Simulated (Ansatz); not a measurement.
Consider the ligand exchange at a Ti–O bond: `CC1=CC(C(F)(F)F)=[O+][Ti-]([OH])([F])([Cl])[O]1` + H–F → `CC1=CC(C(F)(F)F)=[O+][Ti-]([F])([F])([Cl])[O]1` + H₂O.

Calculated with Ansatz (gas phase, PBE0-D4/def2-TZVP geometries, no zero-point term in ΔE). CCSD(T)/CBS adds triple-zeta CCSD(T) − MP2 to the extrapolated MP2 energy (def2 sets, frozen cores). This one scheme is used for every species. For Ti outer-core shells are correlated without core-valence functions, which leaves a few kJ/mol of doubt a bond. Scalar relativity is left out up to krypton. Each species was taken in one conformer, which may not be the lowest.

| level | ΔE (kJ/mol) |
| --- | --- |
| HF/def2-TZVPP | -48.9 |
| HF/def2-QZVPP | -50.4 |

**Question.** What does CCSD(T)/CBS give? (Best estimate.)

**Answer.** The calculation gave: -36.0 kJ/mol. The listed levels differ from it by -12.9, -14.4 kJ/mol.

Largest T1 diagnostic among the species: 0.021, so the coupled-cluster value is less sure than usual.

The D4 term adds +4.3 kJ/mol with B3LYP and +2.5 kJ/mol with PBE0; it sums over pairs of atoms, weighted by their polarisabilities, and B3LYP, whose exchange is more repulsive, gets the larger term. Leaving LDA and LC-ωPBE aside and taking each functional with its dispersion term where it has one, the values, not all of them listed here, spread over 9.9 kJ/mol, from B97M-V to PBE-QIDH. LDA lies +5.2 kJ/mol from PBE without D4.

B3LYP here is the variant with VWN-RPA as its local correlation; programs differ in this.
